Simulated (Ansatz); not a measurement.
Al₂B₃, relaxed as a doublet with UKS PBE0-D4/def2-SVP in Ansatz, starting from the GFN2-xTB geometry. Force threshold 0.02 eV/Å.

The charge 0 doublet is spin-contaminated (final ⟨S²⟩ up to 1.40, 0.75 for a pure state). The relaxation made no stability test and no search for a lower SCF solution. Another isomer (doublet) lies 0.30 eV lower at PBE0-D4/def2-TZVP; other spin states weren't run for this one.

Start:

Cartesian coordinates in Å:
```
B -0.4359 0.9093 0.2942
B -0.1479 -0.4684 -0.4464
B 0.8304 0.5169 0.9939
Al 1.6591 -1.2404 0.3875
Al -1.9057 0.2827 -1.2292
```

(1) Estimate the energy that the relaxation releases and the steps that it takes.

(2) Does the start keep its bonding and symmetry?

(3) Predict the relaxed structure.

Answers

(1) 4.8 kcal/mol, in 6 steps; 7 s on 4 threads of Arm Neoverse V1 on a shared host. No frequencies were taken in this run, so the end may be a saddle point.

(2) By distances, no bond broke or formed. The bond that changes most is B2–B3, from 2.00 to 1.79 Å (atoms count from 1). Point group Cs at the start, Cs at the end, both within 0.05 Å.

(3) 
```xyz
5

B    -0.517    1.023    0.322
B    -0.086   -0.411   -0.352
B     0.805    0.465    0.929
Al    1.643   -1.298    0.334
Al   -1.844    0.221   -1.233
```
Bond lengths (bridged metal pairs left out): 4 × Al–B 2.04 to 2.20 Å; 3 × B–B 1.56 to 1.79 Å.
